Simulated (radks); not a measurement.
Species: the gallium ion Ga2+. Configuration: [Ar] 3d10 4s1.

Method: Dirac Kohn-Sham, LDA (Slater exchange, VWN5 correlation), spin-unpolarised, spherical densities, finite nucleus; Fermi nuclear charge, rms radius 3.9973 fm; computed with a radial shooting solver on a logarithmic mesh with Libxc functionals.

Energy parts (eV):
part                       energy
total                  -52795.490
kinetic                 53823.112
electron-nucleus      -126886.008
Hartree                 22232.008
exchange-correlation    -1964.602

Orbitals (lengths in bohr, moments of r in powers of bohr; r(max) is where P^2 peaks):
\begin{tabular}{lrrrrr}
orbital & occ. & eigenvalue (eV) & r(max) & <r^2> & <r> \\ \hline
1s1/2 & 2 & -10228.37 & 0.03183 & 0.003187 & 0.04867 \\
2s1/2 & 2 & -1279.928 & 0.1828 & 0.05611 & 0.2180 \\
2p1/2 & 2 & -1136.717 & 0.1445 & 0.04364 & 0.1885 \\
2p3/2 & 4 & -1109.118 & 0.1474 & 0.04515 & 0.1920 \\
3s1/2 & 2 & -167.8712 & 0.5653 & 0.4929 & 0.6531 \\
3p1/2 & 2 & -121.5643 & 0.5613 & 0.5339 & 0.6725 \\
3p3/2 & 4 & -117.9268 & 0.5697 & 0.5513 & 0.6834 \\
3d3/2 & 4 & -40.0256 & 0.5293 & 0.8188 & 0.7952 \\
3d5/2 & 6 & -39.5578 & 0.5323 & 0.8310 & 0.8010 \\
4s1/2 & 1 & -26.4715 & 1.773 & 4.836 & 2.062 \\
4p1/2 & 0 & -18.2014 & 2.089 & 6.927 & 2.460 \\
4p3/2 & 0 & -17.9503 & 2.118 & 7.091 & 2.490 \\
4d3/2 & 0 & -8.2595 & 3.382 & 18.12 & 3.968 \\
4d5/2 & 0 & -8.2391 & 3.393 & 18.21 & 3.979 \\
4f5/2 & 0 & -3.8192 & 6.340 & 62.03 & 7.388 \\
4f7/2 & 0 & -3.8191 & 6.340 & 62.03 & 7.388 \\
5s1/2 & 0 & -8.9861 & 4.537 & 26.52 & 4.853 \\
\end{tabular}

The highest occupied level is 4s1/2 at -26.471 eV. For comparison, the ionisation energy in NIST's Atomic Spectra Database is 30.726 eV (measured). In exact Kohn-Sham theory the highest level is minus the ionisation energy, but local and semilocal functionals leave it too shallow, through self-interaction and a potential that decays too fast; potentials with the right tail come closer. The density falls to 0.001 e/bohr^3 at r = 3.28 bohr. Summed over all electrons, <r^2> = 17.74 bohr^2, which gives a Langevin (diamagnetic) susceptibility term of -14.1 x 10^-6 cm^3/mol. The electron density at the nucleus is 2.81e+04 e/bohr^3.

Beside tabulated values, note that spin-unpolarised runs miss the spin-polarisation part of the exchange energy of open shells.
